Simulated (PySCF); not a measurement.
Which determinant of GeO lies lowest?

Unrestricted PBE0; PySCF, spin-free X2C with a Gaussian nucleus, basis sets Ge x2c-SVPall, O x2c-SVPall. Outer shells of the fragments: Ge 3d10 4s2 4p2; O 2s2 2p4.

Followed along the bond (rough minima from three points):

```csv
2Ms+1,unpaired,⟨S²⟩ at the start,R at minimum (Å),Te (eV)
1,none,0.00,1.62,0.00
3,π ↑↑,2.01,none in the scan,≤ 3.16
5,"σ ↑, π ↑↑↑",6.01,none in the scan,≤ 6.55
```

Solutions found at the starting distance of 1.760 Å, counted from the lowest of them; the search is not exhaustive and high or unbound solutions are not listed, so other states can lie among these:

```
2Ms+1    unpaired   term  E (eV)  ⟨S²⟩  ⟨Lz²⟩  μ (D)
    1        none    ¹Σ⁺    0.00  0.00   0.00  -3.57
    3        π ↑↑  mixed    2.85  2.01   2.01  -1.08
    3        π ↑↑  mixed    3.20  2.01   2.01  -1.19
    1        π ↑↓  mixed    3.28  1.00   2.01  -1.25
    3    σ ↑, π ↑     ³Π    3.36  2.01   1.01  -2.62
    5  σ ↑, π ↑↑↑     ⁵Π    6.49  6.01   1.00  -0.60
    3    σ ↑, π ↑     ³Π    6.54  2.00   1.02  -0.98
    3        σ ↑↑    ³Σ⁺    6.70  2.00   0.00  -2.00
    5      π ↑↑↑↑    ⁵Σ⁺    8.11  6.01   0.00   3.17
    5  σ ↑↑, π ↑↑  mixed    9.63  6.01   2.01  -0.05
    5  σ ↑↑, π ↑↑  mixed    9.92  6.01   2.00  -0.05
```

A term symbol is given only where ⟨S²⟩ and ⟨Lz²⟩ are close to those of a pure state; real π, δ and φ orbitals otherwise mix terms. A positive dipole means Ge(−)O(+).

Counting both spins, an empty level lies below a filled one in some of these solutions, because spin and occupation are held.
